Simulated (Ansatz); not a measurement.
C2H2OSe, SMILES `OC#C[SeH]` at its PBE0-D4/def2-TZVP geometry, where that method's forces vanish. Total charge 0; spin multiplicity 1.

```csv
atom,x (Å),y (Å),z (Å)
O1,-0.916,1.742,0.647
C2,-0.232,0.701,0.277
C3,0.397,-0.293,0.023
Se4,1.514,-1.669,-0.382
H5,-1.234,2.227,-0.124
H6,0.470,-2.708,-0.442
```

Problem. For each bond, give half the difference of the two atoms' forces along it (eV/Å; positive pushes the atoms apart) under PBE-D4, r2SCAN-D4, B3LYP-D4, ωB97M-V in def2-TZVPP. (Best estimate.)

Solution. The calculation gave: 
| bond | length (Å) | PBE-D4 | r2SCAN-D4 | B3LYP-D4 | ωB97M-V |
| --- | --- | --- | --- | --- | --- |
| O1–C2 | 1.299 | -0.15 | -0.03 | 0.34 | 0.66 |
| O1–H5 | 0.965 | 0.36 | 0.02 | -0.05 | -0.18 |
| C2–C3 | 1.204 | 0.93 | 0.36 | -0.33 | -0.74 |
| C3–Se4 | 1.818 | -0.46 | -0.25 | 0.28 | 0.50 |
| Se4–H6 | 1.474 | 0.29 | 0.02 | 0.05 | -0.16 |

B3LYP here is the variant with VWN-RPA as its local correlation; programs differ in this.

Results of the Gaussian-basis code of Ansatz.
